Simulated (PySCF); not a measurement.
Work out the structure from these simulated measurements.

Formula: C4HNO2.

- Polarisability: 62.9 au [PBE0/def2-SVPD]
- Rotational structure: rotational constants A, B, C: 12.164, 1.113, 1.019 GHz [GFN2-xTB]
- Triplet: lowest triplet excitation (Tamm–Dancoff): 3.75 eV [TDA PBE0/def2-SVPD]
- 1H NMR: chemical shifts (computed TMS as zero) by class: 6.71 (1 H) ppm [GIAO PBE0/pcSseg-1]
- 13C NMR: chemical shifts (computed TMS as zero) by class: 156.1 (1 C), 110.8 (1 C), 73.1 (1 C), 68.8 (1 C) ppm [GIAO PBE0/pcSseg-1]
- UV, strongest line: among the 6 lowest singlet transitions: S6 at 6.91 eV (179 nm, f = 0.164) [TDDFT PBE0/def2-SVPD]
- NMR, other nuclei: isotropic shieldings of nuclei other than C and H, by class: -56 (1 N), -139 (1 O), 119 (1 O) ppm [GIAO PBE0/pcSseg-1]
- UV, first state: lowest singlet excitation: 4.23 eV (293 nm, f = 0.000) [TDDFT PBE0/def2-SVPD]

The electronic properties come from PySCF, for the isolated species, density fitting. Levels stand in brackets. NMR shifts are as computed; neighbouring signals can stand in another order in a measured spectrum. One conformer (not necessarily the lowest) at the GFN2-xTB geometry, without solvent, vibrations or thermal averaging. NMR values are class means; diastereotopic atoms form classes of their own.

Task: Propose a structure and show how it fits.

Result: Numbering: `[N:1]#[C:2][C:3]#[C:4][C:5](=[O:6])[OH:7]`. Its formula, C4HNO2, gives 5 degrees of unsaturation: 0 rings and 5 π bonds in the structure found. 4 carbons fall into 4 classes; from least to most shielded: carboxylic acid carbon [C5] (156.1 ppm), nitrile carbon [C2] (110.8 ppm), alkyne carbon [C4] (73.1 ppm), alkyne carbon [C3] (68.8 ppm). The one hydrogen (6.71 ppm): acid proton. The other shieldings belong to: -56 ppm, nitrile nitrogen [N1]; -139 ppm, acid carbonyl oxygen [O6]; 119 ppm, acid hydroxyl oxygen [O7]. S1 is mainly HOMO→LUMO (weight 0.98); the largest Löwdin shares of the orbital it empties are 0.34 on the acid carbonyl oxygen, 0.19 on an alkyne carbon, 0.18 on an alkyne carbon and 0.14 on the nitrile nitrogen, of the orbital it fills 0.19 on an alkyne carbon, 0.18 on an alkyne carbon, 0.16 on the carboxylic acid carbon and 0.15 on the nitrile nitrogen. The optimised geometry has point group Cs and is an asymmetric top. Structure: `N#CC#CC(=O)O`. The assignments are read from this structure; whether some other isomer fits the data as well wasn't checked.

The values belong to the conformer `[N:1]#[C:2][C:3]#[C:4][C:5](=[O:6])[OH:7]`: H–O7–C5–C4 180°.
